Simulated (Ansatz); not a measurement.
Steps of a relaxation of C6H17GeN (`C[CH2][GeH]([CH2]C)[N](C)C`) with RKS PBE-D4/def2-SVP.

```sh
$ ansatz run in.yaml --threads 4 --pin off --events-out ev --progress --plain --max-ram 66560MiB --backend cuda --devices 0, --max-vram 37GiB
```

```yaml
crystal:
  periodic: [false, false, false]
  atoms:
    - {symbol: C, position_ang: [-0.616400, -2.913700, 0.152800]}
    - {symbol: C, position_ang: [-0.021400, -1.794900, -0.719200]}
    - {symbol: Ge, position_ang: [-0.609600, -0.012400, -0.150600]}
    - {symbol: C, position_ang: [-0.696500, 1.128000, -1.718100]}
    - {symbol: C, position_ang: [0.581000, 1.334800, -2.398100]}
    - {symbol: N, position_ang: [0.689800, 0.753700, 1.032600]}
    - {symbol: C, position_ang: [0.207800, 2.029100, 1.518900]}
    - {symbol: C, position_ang: [0.937700, -0.153700, 2.159500]}
    - {symbol: H, position_ang: [-1.766700, -2.794200, 0.098600]}
    - {symbol: H, position_ang: [-0.371100, -2.745300, 1.228100]}
    - {symbol: H, position_ang: [-0.342900, -3.869400, -0.184900]}
    - {symbol: H, position_ang: [-0.305300, -1.926900, -1.758900]}
    - {symbol: H, position_ang: [1.039200, -1.840400, -0.670600]}
    - {symbol: H, position_ang: [-1.977500, -0.102400, 0.589600]}
    - {symbol: H, position_ang: [-1.207800, 2.077300, -1.409100]}
    - {symbol: H, position_ang: [-1.455300, 0.657000, -2.410300]}
    - {symbol: H, position_ang: [1.286000, 1.875900, -1.678200]}
    - {symbol: H, position_ang: [1.006400, 0.389800, -2.682000]}
    - {symbol: H, position_ang: [0.452300, 1.974600, -3.268700]}
    - {symbol: H, position_ang: [-0.836400, 1.928600, 2.051500]}
    - {symbol: H, position_ang: [0.886700, 2.498500, 2.195900]}
    - {symbol: H, position_ang: [0.077700, 2.692900, 0.648000]}
    - {symbol: H, position_ang: [1.385400, -1.084700, 1.771400]}
    - {symbol: H, position_ang: [-0.060900, -0.389500, 2.675100]}
    - {symbol: H, position_ang: [1.644400, 0.263000, 2.907100]}
basis:
  gaussian: {orbitals: def2-SVP}
hamiltonian: {xc: pbe, dispersion: d4}
relax: {f_tol: 0.03, max_steps: 200}
```

Positions (Å) and forces (eV/Å) along the path, 6 of 9 steps:

```xyz
25
step=1 energy=-64475.1875 eV
C    -0.616   -2.914    0.153   -2.205    2.756    0.564
C    -0.021   -1.795   -0.719   -1.167   -0.258    1.026
Ge   -0.610   -0.012   -0.151    0.676    0.047    0.075
C    -0.697    1.128   -1.718   -2.828    0.093    0.390
C     0.581    1.335   -2.398    1.519    1.617    0.967
N     0.690    0.754    1.033   -0.095   -0.488    0.216
C     0.208    2.029    1.519   -2.231   -0.780   -0.705
C     0.938   -0.154    2.159   -0.959   -0.036   -0.326
H    -1.767   -2.794    0.099    1.203   -0.514    0.129
H    -0.371   -2.745    1.228    0.105   -0.337   -0.223
H    -0.343   -3.869   -0.185    0.549   -2.053   -0.474
H    -0.305   -1.927   -1.759   -0.218   -0.057   -0.791
H     1.039   -1.840   -0.671    1.763    0.085   -0.046
H    -1.978   -0.102    0.590   -0.111    0.011    0.130
H    -1.208    2.077   -1.409    0.285   -0.109   -0.121
H    -1.455    0.657   -2.410    0.280    0.063    0.325
H     1.286    1.876   -1.678   -0.273   -0.594   -0.782
H     1.006    0.390   -2.682    0.760   -0.885   -0.438
H     0.452    1.975   -3.269    0.145    0.319   -0.712
H    -0.836    1.929    2.051    1.119    0.347   -0.401
H     0.887    2.498    2.196    1.024    0.585    1.019
H     0.078    2.693    0.648   -0.145    0.356   -0.032
H     1.385   -1.085    1.771   -0.008   -0.268    0.111
H    -0.061   -0.390    2.675    0.838   -0.080    0.103
H     1.644    0.263    2.907   -0.027    0.179   -0.005
25
step=3 energy=-64475.7036 eV
C    -0.628   -2.935    0.176   -0.113    0.037   -0.114
C    -0.036   -1.819   -0.697   -0.214    0.044    0.344
Ge   -0.674   -0.018   -0.133   -0.416   -0.557   -1.461
C    -0.741    1.165   -1.735   -0.295    0.074    0.177
C     0.616    1.407   -2.394    0.160   -0.006    0.203
N     0.500    0.690    1.065    0.758    0.424    0.369
C     0.163    2.032    1.490   -0.231    0.125    0.258
C     0.892   -0.171    2.157   -0.119   -0.060    0.356
H    -1.740   -2.953    0.123    0.110    0.005   -0.009
H    -0.367   -2.817    1.248    0.032   -0.004   -0.027
H    -0.267   -3.928   -0.147    0.032   -0.217    0.011
H    -0.308   -1.969   -1.765   -0.057    0.070    0.051
H     1.073   -1.835   -0.663    0.026    0.092    0.038
H    -2.089   -0.119    0.535   -0.089   -0.051   -0.026
H    -1.209    2.119   -1.410    0.023    0.053   -0.071
H    -1.462    0.717   -2.458    0.070   -0.025    0.142
H     1.341    1.842   -1.674   -0.024   -0.015   -0.037
H     1.060    0.458   -2.752    0.058   -0.066   -0.058
H     0.558    2.094   -3.263   -0.067    0.005   -0.017
H    -0.762    2.080    2.136    0.130    0.042   -0.052
H     0.988    2.475    2.086    0.115    0.040    0.047
H    -0.006    2.702    0.623    0.008   -0.040   -0.032
H     1.228   -1.164    1.798   -0.016    0.031   -0.067
H     0.060   -0.343    2.897    0.103   -0.056    0.033
H     1.738    0.266    2.736    0.017    0.055   -0.059
25
step=4 energy=-64475.7738 eV
C    -0.646   -2.980    0.162    0.066    0.016   -0.047
C    -0.057   -1.836   -0.675    0.059    0.010    0.045
Ge   -0.683   -0.024   -0.171   -0.207   -0.123   -0.231
C    -0.756    1.181   -1.738    0.061   -0.042    0.053
C     0.618    1.405   -2.376    0.045   -0.006   -0.070
N     0.512    0.714    1.060    0.065    0.079    0.067
C     0.171    2.054    1.503    0.002    0.065    0.079
C     0.906   -0.147    2.158   -0.022   -0.033    0.122
H    -1.752   -3.003    0.100   -0.049    0.004   -0.005
H    -0.389   -2.884    1.238    0.011    0.007   -0.004
H    -0.276   -3.973   -0.176   -0.007    0.042    0.011
H    -0.307   -1.970   -1.751    0.006    0.011    0.041
H     1.054   -1.825   -0.618   -0.053   -0.007   -0.015
H    -2.115   -0.139    0.474   -0.004   -0.001    0.003
H    -1.219    2.142   -1.427    0.014   -0.004    0.007
H    -1.468    0.723   -2.459    0.007   -0.007    0.002
H     1.335    1.846   -1.654   -0.003    0.012    0.034
H     1.071    0.452   -2.725   -0.040    0.024    0.010
H     0.569    2.082   -3.256   -0.018   -0.018    0.026
H    -0.736    2.102    2.166    0.030   -0.001    0.002
H     1.013    2.498    2.084   -0.015   -0.021   -0.049
H    -0.017    2.723    0.638    0.008   -0.019   -0.006
H     1.253   -1.133    1.787   -0.005    0.013   -0.012
H     0.089   -0.337    2.909    0.054    0.006   -0.022
H     1.754    0.306    2.724   -0.007   -0.007   -0.042
25
step=6 energy=-64475.7848 eV
C    -0.634   -2.982    0.164   -0.004   -0.008    0.002
C    -0.066   -1.829   -0.671    0.005   -0.003    0.010
Ge   -0.730   -0.033   -0.181   -0.028    0.029    0.063
C    -0.745    1.179   -1.740    0.001    0.005   -0.011
C     0.642    1.397   -2.355    0.001    0.001   -0.001
N     0.436    0.709    1.089   -0.036   -0.051   -0.246
C     0.153    2.062    1.515   -0.004   -0.004    0.039
C     0.902   -0.147    2.155   -0.014    0.003    0.033
H    -1.742   -3.017    0.110    0.006    0.001   -0.001
H    -0.371   -2.888    1.238    0.003    0.007   -0.010
H    -0.256   -3.967   -0.181    0.000    0.003    0.002
H    -0.317   -1.968   -1.745   -0.002   -0.001   -0.003
H     1.043   -1.799   -0.621    0.003    0.003    0.005
H    -2.186   -0.160    0.410    0.025   -0.003   -0.031
H    -1.207    2.142   -1.436    0.012   -0.002    0.003
H    -1.444    0.731   -2.480    0.000    0.001    0.008
H     1.352    1.825   -1.619   -0.015   -0.003    0.018
H     1.086    0.444   -2.710   -0.003   -0.001    0.000
H     0.602    2.085   -3.226    0.008   -0.002    0.000
H    -0.687    2.143    2.256   -0.020    0.023    0.021
H     1.050    2.512    1.999    0.018    0.027   -0.001
H    -0.105    2.698    0.645   -0.015    0.042    0.007
H     1.192   -1.139    1.755    0.025   -0.044    0.041
H     0.152   -0.314    2.973    0.000   -0.017    0.032
H     1.807    0.292    2.636    0.036   -0.007    0.019
25
step=7 energy=-64475.7879 eV
C    -0.633   -2.984    0.165    0.000   -0.023    0.009
C    -0.074   -1.828   -0.671    0.013    0.005   -0.018
Ge   -0.751   -0.035   -0.186   -0.019    0.001    0.008
C    -0.749    1.180   -1.741    0.038    0.003   -0.021
C     0.648    1.393   -2.334   -0.023    0.006    0.002
N     0.420    0.706    1.077   -0.032   -0.018   -0.009
C     0.149    2.063    1.510    0.032    0.019    0.036
C     0.906   -0.144    2.145    0.014    0.019    0.015
H    -1.740   -3.030    0.108    0.003    0.001    0.002
H    -0.371   -2.885    1.239   -0.004    0.004    0.002
H    -0.243   -3.967   -0.176   -0.004    0.008   -0.002
H    -0.320   -1.971   -1.745   -0.002   -0.002   -0.002
H     1.035   -1.787   -0.618   -0.001    0.000    0.004
H    -2.216   -0.172    0.377    0.026    0.008    0.012
H    -1.207    2.145   -1.437   -0.004    0.001    0.001
H    -1.442    0.741   -2.492   -0.001    0.004    0.010
H     1.349    1.806   -1.579   -0.009   -0.006   -0.003
H     1.089    0.440   -2.692    0.004    0.002    0.002
H     0.629    2.091   -3.198    0.010   -0.004    0.008
H    -0.663    2.148    2.283    0.036   -0.005   -0.036
H     1.066    2.518    1.958   -0.057   -0.019   -0.028
H    -0.141    2.698    0.647   -0.005   -0.002    0.037
H     1.181   -1.145    1.754    0.000    0.007    0.026
H     0.177   -0.297    2.987    0.022    0.010   -0.033
H     1.828    0.292    2.599   -0.036   -0.018   -0.022
25
step=9 energy=-64475.7891 eV
C    -0.636   -2.983    0.167    0.000    0.000    0.001
C    -0.082   -1.829   -0.675   -0.004    0.000    0.005
Ge   -0.760   -0.036   -0.191    0.005    0.002    0.001
C    -0.746    1.180   -1.747    0.001    0.005    0.002
C     0.658    1.389   -2.321   -0.001    0.004    0.001
N     0.412    0.707    1.068   -0.001   -0.006    0.008
C     0.137    2.059    1.512   -0.009    0.006   -0.008
C     0.916   -0.138    2.131    0.002    0.000   -0.007
H    -1.743   -3.033    0.113    0.001    0.000   -0.001
H    -0.373   -2.878    1.240    0.000   -0.001   -0.001
H    -0.244   -3.966   -0.171    0.000   -0.002    0.001
H    -0.330   -1.977   -1.748   -0.001    0.002    0.001
H     1.027   -1.785   -0.623    0.001   -0.002   -0.001
H    -2.220   -0.166    0.381   -0.001    0.000   -0.001
H    -1.204    2.145   -1.443    0.000    0.002   -0.002
H    -1.434    0.745   -2.504    0.001   -0.002    0.002
H     1.351    1.790   -1.554    0.000   -0.001   -0.001
H     1.098    0.436   -2.682    0.001   -0.001   -0.001
H     0.656    2.094   -3.179    0.001    0.000   -0.001
H    -0.652    2.128    2.309    0.004   -0.003   -0.003
H     1.058    2.526    1.933   -0.002    0.001    0.000
H    -0.191    2.695    0.664    0.002   -0.004    0.006
H     1.183   -1.143    1.747    0.000    0.000   -0.001
H     0.200   -0.282    2.984    0.000    0.001    0.000
H     1.845    0.300    2.567    0.000    0.000    0.000
```

Run time 21 s (4 threads of an AMD EPYC 7R13 on a shared host and a share of an NVIDIA H100 80 GB); peak host memory 0.87 GiB.
